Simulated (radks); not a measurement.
All-electron atom: Tb42+ in [Ar] 3d5.

Method: Dirac Kohn-Sham, relativistic LDA (MacDonald-Vosko exchange, VWN5 correlation), spin-unpolarised, spherical densities, finite nucleus; open shells fill j = l - 1/2 first; Fermi nuclear charge, rms radius 5.06 fm; computed with a radial shooting solver on a logarithmic mesh with Libxc functionals.

Energy parts (hartree):
| part | energy |
|---|---|
| total | -10320.9837 |
| kinetic | 11357.7826 |
| electron-nucleus | -23290.3697 |
| Hartree | 1760.2288 |
| exchange-correlation | -148.6255 |

Orbitals (lengths in bohr, moments of r in powers of bohr; r(max) is where P^2 peaks):
| orbital | occ. | eigenvalue (hartree) | <r^2> | <r> | r(max) | small-component weight |
|---|---|---|---|---|---|---|
| 1s1/2 | 2 | -1975.100 | 0.0006367 | 0.02159 | 0.01370 | 5.83e-02 |
| 2s1/2 | 2 | -395.7661 | 0.009783 | 0.09080 | 0.07779 | 1.31e-02 |
| 2p1/2 | 2 | -381.1471 | 0.007076 | 0.07570 | 0.05861 | 1.31e-02 |
| 2p3/2 | 4 | -353.7523 | 0.008269 | 0.08249 | 0.06447 | 1.21e-02 |
| 3s1/2 | 2 | -142.5556 | 0.05961 | 0.2285 | 0.2144 | 4.61e-03 |
| 3p1/2 | 2 | -136.5932 | 0.05448 | 0.2167 | 0.2009 | 4.56e-03 |
| 3p3/2 | 4 | -130.1968 | 0.06003 | 0.2279 | 0.2122 | 4.31e-03 |
| 3d3/2 | 4 | -120.6606 | 0.04569 | 0.1983 | 0.1655 | 4.17e-03 |
| 3d5/2 | 1 | -119.1863 | 0.04717 | 0.2018 | 0.1686 | 4.10e-03 |

The highest occupied level is 3d5/2 at -3243.2 eV. Summed over all electrons, <r^2> = 0.7663 bohr^2, which gives a Langevin (diamagnetic) susceptibility term of -0.607 x 10^-6 cm^3/mol. The electron density at the nucleus is 6.758e+05 e/bohr^3. The density falls to 0.001 e/bohr^3 at r = 0.71 bohr. For comparison, the ionisation energy in NIST's Atomic Spectra Database is 3300 eV (theoretical). In exact Kohn-Sham theory the highest level is minus the ionisation energy, but local and semilocal functionals leave it too shallow, through self-interaction and a potential that decays too fast; potentials with the right tail come closer.

Beside tabulated values, note that spin-unpolarised runs miss the spin-polarisation part of the exchange energy of open shells.
